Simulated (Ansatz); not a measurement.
Ideal-gas functions of CH$_{5}$ClOSi (`OC[SiH2]Cl`) at 400 K and 1 bar, from an Ansatz frequency run at PBE0-D4/def2-TZVP.

Molar mass 96.59 g/mol, point group C1 (symmetry number 1), electronic degeneracy 1, moments of inertia 71.241, 181.746, 234.415 u Å². Harmonic wavenumbers (cm⁻¹, unscaled): 91, 163, 283, 367, 522, 549, 649, 685, 800, 880, 945, 1079, 1165, 1291, 1389, 1457, 2236, 2255, 3003, 3083, 3831.

Use S(trans) = R[1.5 ln M + 2.5 ln T − 1.1517]; rotational temperatures θ = 24.2544 K / I; S(rot) = R[ln(√π/σ · √(T³/θAθBθC)) + 1.5]; for each mode x = 1.438777 ν̃/T, S = R[x/(eˣ − 1) − ln(1 − e⁻ˣ)] and H = RT x/(eˣ − 1); 1 cm⁻¹ = 0.0119627 kJ/mol; R = 8.31446 J/(mol·K).

By hand: the entropy, in J/(mol·K).

Translation 172.0. Rotation: θ = 0.3405, 0.1335, 0.1035 K, giving 114.2. Vibration, mode by mode: 17.64, 12.87, 8.52, 6.58, 4.20, 3.89, 2.93, 2.65, 1.91, 1.52, 1.26, 0.85, 0.66, 0.46, 0.34, 0.28, 0.02, 0.02, 0.00, 0.00, 0.00, in all 66.6. Electronic 0.0. Sum 352.8 J/(mol·K).

By hand: H − E and G − E in kJ/mol, counted from the electronic energy.

Zero-point energy ½ × 26723 × 0.0119627 = 159.8; thermal vibration 14.8; translation, rotation and pV give 4 RT = 13.3. H − E = 187.9 kJ/mol, and G − E = 187.9 − 400 × 352.8/1000 = 46.8 kJ/mol.

Vibration gives 19 % of the entropy, 17.6 J/(mol·K) of it from the mode under 150 cm⁻¹: soft modes count most, and the harmonic formula is weakest for them. The sum counts one conformer and one mirror image; others add a mixing term.
